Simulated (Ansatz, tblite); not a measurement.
Removing and adding an electron: `Sc1ccc(-c2ccc(-c3ccc(-c4ccc(-c5ccc(-c6ccc(S)o6)o5)o4)o3)o2)o1`. Total charge 0; singlet. Geometry: PBE-D4/def2-SVP. Ansatz, gas phase; energy differences of separate SCF runs; the oxidised species was run as a doublet alone; the reduced species was run as a doublet alone.

```xyz
46

S    -0.629   -1.000  -10.009
C    -0.101   -2.274   -8.919
C     0.307   -3.573   -9.163
C     0.616   -4.131   -7.885
C     0.377   -3.140   -6.946
C     0.499   -3.093   -5.516
C     0.904   -4.036   -4.577
C     0.815   -3.404   -3.307
C     0.362   -2.112   -3.542
C     0.075   -1.004   -2.683
C    -0.379    0.288   -2.922
C    -0.468    0.923   -1.653
C    -0.064   -0.017   -0.712
C     0.062    0.018    0.712
C     0.466   -0.923    1.653
C     0.377   -0.287    2.921
C    -0.077    1.005    2.682
C    -0.362    2.112    3.542
C    -0.815    3.406    3.307
C    -0.903    4.037    4.578
C    -0.498    3.093    5.517
C    -0.376    3.140    6.946
C    -0.613    4.131    7.886
C    -0.304    3.572    9.163
C     0.101    2.272    8.919
S     0.627    0.997   10.008
O     0.063    1.999    7.585
O    -0.169    1.923    4.886
O    -0.269    1.193    1.338
O     0.267   -1.192   -1.338
O     0.169   -1.923   -4.886
O    -0.064   -2.000   -7.586
H    -0.830   -0.098   -9.009
H     0.376   -4.062  -10.140
H     0.973   -5.145   -7.677
H     1.226   -5.061   -4.789
H     1.052   -3.830   -2.326
H    -0.614    0.709   -3.904
H    -0.789    1.947   -1.435
H     0.786   -1.946    1.434
H     0.612   -0.709    3.904
H    -1.051    3.832    2.327
H    -1.224    5.062    4.790
H    -0.969    5.146    7.678
H    -0.371    4.061   10.140
H     0.830    0.096    9.008
```

The xTB rows come from tblite. Single mean-field runs in def2-TZVP are fitted with def2-universal-jkfit.

Estimate orbital energies and vertical ionisation energies and electron affinities at: GFN1-xTB; GFN2-xTB; PBE-D4/def2-TZVP; PBE0-D4/def2-TZVP.


```tsv
level	−HOMO (eV)	vertical IE (eV)	−LUMO (eV)	vertical EA (eV)	HOMO–LUMO gap (eV)	IE − EA (eV)	remarks
GFN1-xTB	10.11	11.55	8.32	6.79	1.79	4.76	–
GFN2-xTB	9.59	10.99	7.75	6.25	1.83	4.74	–
PBE-D4/def2-TZVP	4.13	5.54	2.45	1.08	1.68	4.46	HOMO above zero (-1 doublet)
PBE0-D4/def2-TZVP	4.83	5.81	1.87	0.95	2.97	4.86	HOMO above zero (-1 doublet)
```

   A HOMO above zero means that the electron is unbound at that level or that self-interaction error raises the level; the energy of removing that electron tells which. Raw xTB energy differences between charge states are shifted by several eV; the methods need an empirical correction for them. Sets without diffuse functions give affinities that are too small.
